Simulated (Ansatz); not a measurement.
Ge3F3⁻ (the lowest singlet isomer of a short search). Total charge -1; singlet. Geometry r2SCAN-D4/def2-SVPD, basis def2-TZVPD, Ansatz.

Cartesian coordinates in Å:
```
Ge 0.7900 -0.7429 -0.0189
Ge 0.9819 1.3888 -1.1787
Ge -1.0732 0.0228 1.3708
F 1.4145 2.3580 0.3189
F -2.4197 -1.0763 0.8111
F 0.3065 -1.9503 -1.3032
```

| run | HOMO (eV) | LUMO (eV) |
| --- | --- | --- |
| A | -0.82 | 0.95 |
| B | -0.61 | 0.96 |
| C | -1.50 | 1.52 |
| D | -2.51 | 2.39 |

The structure comes from a short search, and lower isomers may exist.

The runs used CAM-B3LYP, PBE, PBE0, r2SCAN. Estimate which is which.

A r2SCAN (0 % exact exchange); B PBE (0 % exact exchange); C PBE0 (25 % exact exchange); D CAM-B3LYP (range-separated). Exact exchange lowers occupied and raises empty levels; among semilocal functionals meta-GGAs tend to open the gap a little, and such runs are hard to tell apart. The gap grows from 1.57 eV (PBE) to 4.89 eV (CAM-B3LYP). The restricted singlet is unstable towards broken spin symmetry in Hartree–Fock (as tested in another run); at r2SCAN-D4/def2-TZVPD, PBE0-D4/def2-TZVPD, CAM-B3LYP-D4/def2-TZVPD this wasn't settled.
